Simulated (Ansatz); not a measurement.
F₂H₂NSi, SMILES `[NH][SiH](F)F` radical from Hartree–Fock to CCSD(T)

Cartesian coordinates in Å:
```
N 1.3053 0.2695 -0.2291
Si -0.3059 -0.1939 0.1879
F -0.3470 -1.7700 0.2879
F -1.3958 0.2161 -0.8904
H 1.4026 1.0780 -0.8445
H -0.6592 0.4003 1.4881
```

Charge 0, multiplicity 2. Geometry: relaxed with PBE0-D4/def2-TZVP. It is one conformer, not always the lowest. Frozen core, unrestricted reference, the Gaussian-basis code of Ansatz. CBS rows extrapolate triple and quadruple zeta; past MP2 they add the triple-zeta difference.

| basis | HF (Eh) | MP2 corr. |
| --- | --- | --- |
| def2-SVP | -543.22649 | -0.59119 |
| def2-TZVPP | -543.67526 | -0.78087 |
| def2-QZVPP | -543.69743 | -0.85307 |

Task: Estimate the CCSD correlation energy and the (T) correction in each basis where they were run (hartree).

Result: 
```tsv
basis	CCSD corr.	(T)
def2-SVP	-0.61788	-0.01026
def2-TZVPP	-0.80293	-0.02375
CBS(def2)	-0.92861	as TZ
```
